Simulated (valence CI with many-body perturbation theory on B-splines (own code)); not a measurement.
**Ir6+: electric-dipole lines**

Computed by relativistic CI+MBPT: three valence electrons over a frozen Dirac-Fock core [Xe] 4f14, radial functions for each j: 7 s, 7 p, 8 d, 6 f, 4 g, 1 h, with the one-electron correlation potential Σ1 (screened to all orders), the two-electron term Σ2, the three-electron term Σ3, Breit, model QED; selected single and double excitations, second order for the rest, scaled by the run's own slope (own B-spline code, finite nucleus).

No measured levels were compared; by estimate terms of the open shell hold to 2 to 4 % of their energy, and close levels can change places; different configurations can be misplaced against each other by 1,000 to 8,000 cm⁻¹. The list stops below the first excitations out of the core.

Lines 51 to 100 of 564 in falling wavelength, among levels below 37.204 eV, chosen from the strongest by gf and those to the six lowest levels. Wavelengths and rates use the calculated energies, so an error of 2000 cm⁻¹ moves a line at 118.0 nm by 2.4 % and its rate by three times that or more. Electric multipoles are in the length gauge, E1 and E2 with the static RPA response of the core. Weak lines are less certain than strong ones. Lines between different terms over intervals too small for the method are left out, as are lines whose strength nearly cancels. Where a level lies close to another of its J and parity, the split of strength between their lines is uncertain. The highest levels of a list are the least certain.

Levels are named by their leading jj configuration (3d3/2^4 stands for four electrons in 3d with j = 3/2), which in mixed levels can hold well under half, so a name can repeat and another be missing. Letters in brackets count levels of one name in rising energy.

```tsv
λ vac (nm)	Upper	Lower	A (s⁻¹)	log gf	Branch %
118.0	(5d3/2^2 6p1/2) J=3/2	(5d3/2^2 6s) J=5/2	8.82e+08	-0.13	8.1
117.6	(5d3/2 5d5/2 6p3/2) J=7/2 [a]	(5d5/2^2 6s) J=7/2	8.22e+07	-0.87	0.6
117.0	(5d3/2 5d5/2 6p1/2) J=5/2 [a]	(5d3/2 5d5/2 6s) J=7/2 [a]	8.04e+08	0.00	8.7
116.9	(5d3/2 5d5/2 6p3/2) J=7/2 [a]	(5d5/2^2 6s) J=5/2	2.28e+07	-1.43	0.2
116.8	(5d3/2 5d5/2 6p1/2) J=9/2	(5d3/2 5d5/2 6s) J=9/2	7.06e+08	0.16	10.1
116.2	(5d3/2 5d5/2 6p3/2) J=5/2 [a]	(5d5/2^2 6s) J=5/2	2.71e+08	-0.48	1.5
115.6	(5d3/2^2 6p3/2) J=1/2	(5d3/2 5d5/2 6s) J=3/2 [b]	5.29e+07	-1.67	0.5
115.2	(5d3/2 5d5/2 6p1/2) J=3/2 [b]	(5d3/2 5d5/2 6s) J=5/2 [b]	5.52e+07	-1.36	0.5
114.9	(5d3/2^2 6p3/2) J=3/2 [a]	(5d3/2 5d5/2 6s) J=5/2 [b]	2.23e+08	-0.75	1.6
114.6	(5d3/2 5d5/2 6p1/2) J=3/2 [b]	(5d3/2 5d5/2 6s) J=3/2 [a]	3.32e+08	-0.58	3.0
114.6	(5d3/2 5d5/2 6p3/2) J=9/2 [b]	(5d5/2^2 6s) J=9/2	2.50e+08	-0.31	2.1
114.3	(5d3/2 5d5/2 6p1/2) J=7/2 [b]	(5d3/2 5d5/2 6s) J=9/2	8.89e+08	0.14	7.7
114.2	(5d3/2 5d5/2 6p1/2) J=3/2 [a]	(5d3/2^2 6s) J=1/2	8.08e+07	-1.20	0.8
114.2	(5d3/2^2 6p3/2) J=3/2 [a]	(5d3/2 5d5/2 6s) J=3/2 [a]	1.96e+08	-0.81	1.4
114.2	(5d3/2 5d5/2 6p3/2) J=7/2 [a]	(5d5/2^2 6s) J=9/2	1.07e+08	-0.78	0.8
113.7	(5d3/2 5d5/2 6p1/2) J=3/2 [a]	(5d3/2 5d5/2 6s) J=5/2 [a]	3.41e+07	-1.58	0.3
113.5	(5d3/2^2 6p1/2) J=3/2	(5d3/2^2 6s) J=3/2	3.74e+08	-0.54	3.4
113.2	(5d3/2^2 6p3/2) J=5/2	(5d3/2 5d5/2 6s) J=5/2 [b]	2.50e+08	-0.54	1.6
112.6	(5d3/2 5d5/2 6p3/2) J=5/2 [b]	(5d5/2^2 6s) J=3/2	8.78e+07	-1.00	0.7
112.5	(5d3/2^2 6p3/2) J=5/2	(5d3/2 5d5/2 6s) J=3/2 [a]	9.38e+07	-0.97	0.6
112.2	(5d3/2 5d5/2 6p1/2) J=5/2 [b]	(5d3/2 5d5/2 6s) J=5/2 [a]	1.23e+08	-0.86	1.5
110.0	(5d5/2^2 6p1/2) J=1/2	(5d5/2^2 6s) J=1/2	8.57e+08	-0.51	5.4
109.4	(5d5/2^2 6p1/2) J=7/2	(5d3/2 5d5/2 6s) J=7/2 [b]	1.83e+08	-0.58	1.6
109.3	(5d3/2 5d5/2 6p3/2) J=9/2 [a]	(5d3/2 5d5/2 6s) J=7/2 [b]	7.89e+07	-0.85	1.3
109.2	(5d3/2^2 6p3/2) J=3/2 [b]	(5d5/2^2 6s) J=5/2	1.47e+08	-0.98	1.3
108.4	(5d3/2 5d5/2 6p3/2) J=3/2 [a]	(5d3/2 5d5/2 6s) J=1/2	4.09e+07	-1.54	0.4
107.6	(5d3/2^2 6p3/2) J=3/2 [a]	(5d3/2^2 6s) J=1/2	1.20e+08	-1.08	0.9
107.5	(5d3/2 5d5/2 6p1/2) J=3/2 [b]	(5d3/2 5d5/2 6s) J=5/2 [a]	3.23e+08	-0.65	2.9
106.9	(5d3/2^2 6p3/2) J=7/2	(5d3/2 5d5/2 6s) J=9/2	7.90e+07	-0.97	0.5
106.9	(5d3/2 5d5/2 6p1/2) J=9/2	(5d3/2 5d5/2 6s) J=7/2 [a]	1.64e+08	-0.55	2.3
106.8	(5d3/2 5d5/2 6p1/2) J=7/2 [a]	(5d3/2^2 6s) J=5/2	3.89e+08	-0.27	8.4
105.7	(5d3/2^2 6p3/2) J=5/2	(5d3/2 5d5/2 6s) J=5/2 [a]	1.92e+07	-1.71	0.1
105.7	(5d5/2^2 6p1/2) J=3/2	(5d3/2 5d5/2 6s) J=3/2 [b]	3.17e+07	-1.67	0.2
105.7	(5d3/2 5d5/2 6p1/2) J=5/2 [b]	(5d3/2 5d5/2 6s) J=7/2 [a]	1.43e+08	-0.84	1.8
105.6	(5d5/2^2 6p1/2) J=5/2	(5d3/2 5d5/2 6s) J=3/2 [b]	8.60e+07	-1.06	1.2
105.5	(5d5/2^2 6p1/2) J=5/2	(5d3/2 5d5/2 6s) J=7/2 [b]	9.75e+07	-1.01	1.4
105.4	(5d3/2 5d5/2 6p3/2) J=5/2 [b]	(5d5/2^2 6s) J=7/2	6.62e+07	-1.18	0.6
105.2	(5d3/2 5d5/2 6p1/2) J=5/2 [a]	(5d3/2^2 6s) J=5/2	1.09e+08	-0.96	1.2
105.0	(5d3/2 5d5/2 6p3/2) J=9/2 [c]	(5d5/2^2 6s) J=7/2	6.17e+07	-0.99	0.3
105.0	(5d5/2^2 6p3/2) J=1/2	(5d5/2^2 6s) J=3/2	5.61e+08	-0.73	4.3
104.8	(5d3/2 5d5/2 6p1/2) J=7/2 [b]	(5d3/2 5d5/2 6s) J=7/2 [a]	4.48e+07	-1.23	0.4
104.4	(5d3/2 5d5/2 6p3/2) J=5/2 [d]	(5d5/2^2 6s) J=3/2	7.67e+07	-1.12	0.5
104.3	(5d5/2^2 6p1/2) J=7/2	(5d3/2 5d5/2 6s) J=5/2 [b]	2.98e+07	-1.41	0.3
104.2	(5d3/2^2 6p3/2) J=7/2	(5d3/2 5d5/2 6s) J=5/2 [a]	2.46e+08	-0.50	1.7
103.7	(5d3/2 5d5/2 6p3/2) J=7/2 [a]	(5d3/2 5d5/2 6s) J=7/2 [b]	1.40e+08	-0.74	1.1
103.4	(5d3/2 5d5/2 6p3/2) J=5/2 [a]	(5d3/2 5d5/2 6s) J=3/2 [b]	3.08e+08	-0.53	1.7
103.0	(5d3/2^2 6p3/2) J=1/2	(5d3/2^2 6s) J=1/2	1.79e+08	-1.24	1.6
102.7	(5d3/2 5d5/2 6p3/2) J=7/2 [c]	(5d5/2^2 6s) J=7/2	3.77e+07	-1.32	0.3
102.4	(5d3/2 5d5/2 6p3/2) J=1/2 [a]	(5d3/2 5d5/2 6s) J=1/2	1.77e+08	-1.25	1.4
102.3	(5d3/2 5d5/2 6p3/2) J=9/2 [c]	(5d5/2^2 6s) J=9/2	1.23e+08	-0.71	0.6
```

(1) How does gf follow from A for the line at 115.2 nm?

Answers

(1) gf = 1.4992 × (2J+1)_upper × A / σ², with σ = 86790 cm⁻¹ and 2J+1 = 4: gf = 0.0440.
